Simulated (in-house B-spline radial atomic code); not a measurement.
## Ionising the iodine ion I⁴⁺ with different functionals

Computed with a B-spline radial code for spherical atoms: scalar-relativistic (spin-free X2C) Hamiltonian, Fermi nucleus of rms radius 4.75 fm, spin-polarised at highest spin, spherical fractional occupations for the functionals, the average over the highest-spin determinants for Hartree-Fock. The ionisation energy is the difference of two self-consistent energies, [Kr] 4d10 5s2 5p1 → [Kr] 4d10 5s2, without Breit or QED terms; ε is the level of the shell that loses the electron (its least bound occupied spin orbital). There is no spin-orbit coupling in this Hamiltonian.

Hybrids are left out here: with spherical fractional occupations of an open shell their exact exchange keeps a self-interaction that integer-occupation calculations don't have.

```csv
method,rung,ΔSCF (eV),-ε(5p) (eV)
Hartree-Fock,Hartree-Fock,49.54,49.73
LDA VWN5,LDA,50.76,45.53
LDA PW92,LDA,50.75,45.52
LDA exchange-only,LDA,49.47,44.33
PBE,GGA,?,?
PBEsol,GGA,50.40,45.29
BLYP,GGA,?,?
RPBE,GGA,50.18,45.10
PW91,GGA,50.46,45.32
BP86,GGA,50.53,45.39
AM05,GGA,50.38,45.26
OLYP,GGA,50.11,45.10
TPSS,meta-GGA,50.16,45.15
SCAN,meta-GGA,50.32,45.36
r2SCAN,meta-GGA,50.20,45.33
revTPSS,meta-GGA,50.11,45.14
```

**Question.** What does BLYP give?

**Answer.** ΔSCF 50.40 eV, and -ε(5p) = 45.15 eV.

**Question.** What does PBE give?

**Answer.** ΔSCF 50.34 eV, and -ε(5p) = 45.20 eV.

**Question.** How do they compare with the NIST value?

**Answer.** NIST lists 51.52 eV ± 0.04 (measured, ground level to ground level). Errors run from -2.05 to -0.76 eV. The correlated functionals all miss on the same side by more than they spread, so the cause is common to them (spin-orbit coupling, Breit-QED terms, multiplet and fine-structure energies, or a listed next ion that isn't the cheapest removal here) and closeness doesn't rank the functionals. Hartree-Fock also lacks correlation.
